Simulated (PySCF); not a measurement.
chloro(silyloxy)silane (ClH5OSi2), SMILES [SiH3]O[SiH2]Cl. Atoms are numbered in the order given.

```xyz
9

Si    -2.0234     0.2040    -0.4873
O     -0.4345     0.4813    -0.9215
Si     1.1302     0.2806    -0.4544
Cl     1.1669    -0.7097     1.3758
H     -2.2703    -1.2581    -0.3481
H     -2.8820     0.7588    -1.5661
H     -2.3302     0.8845     0.8014
H      1.7778     1.6015    -0.2756
H      1.8493    -0.5554    -1.4444
```

Coordinates come from a B3LYP-D3(BJ)/def2-SVP optimisation. One conformer was computed; it need not be the lowest.

Computed with PBE0/def2-TZVP in PySCF.

Atomic charges (e):

```json
[
 {"atom": "Si1", "IAO": "0.87", "Mulliken": "0.29"},
 {"atom": "O2", "IAO": "-0.89", "Mulliken": "?"},
 {"atom": "Si3", "IAO": "1.05", "Mulliken": "0.47"},
 {"atom": "Cl4", "IAO": "-0.34", "Mulliken": "-0.26"},
 {"atom": "H5", "IAO": "-0.14", "Mulliken": "?"},
 {"atom": "H6", "IAO": "-0.13", "Mulliken": "?"},
 {"atom": "H7", "IAO": "-0.14", "Mulliken": "?"},
 {"atom": "H8", "IAO": "-0.14", "Mulliken": "?"},
 {"atom": "H9", "IAO": "-0.14", "Mulliken": "?"}
]
```

Q: Some entries are withheld; supply them. (An estimate is asked for; the answer gives what the named calculation found.)

A: 
- O2, Mulliken: -0.40
- H5, Mulliken: -0.02
- H6, Mulliken: -0.02
- H7, Mulliken: -0.02
- H8, Mulliken: -0.02
- H9, Mulliken: -0.02

Q: Give the Mayer and Wiberg (Löwdin basis) orders of the bonds. (Estimate from the structure and the level; the computed values follow.)

A: 
```tsv
bond	Mayer	Wiberg
Si1–O2	1.10	1.54
O2–Si3	1.20	1.63
Si3–Cl4	1.13	1.80
Si1–H5	0.95	0.97
Si1–H6	0.95	0.97
Si1–H7	0.95	0.97
Si3–H8	0.94	0.95
Si3–H9	0.94	0.95
```
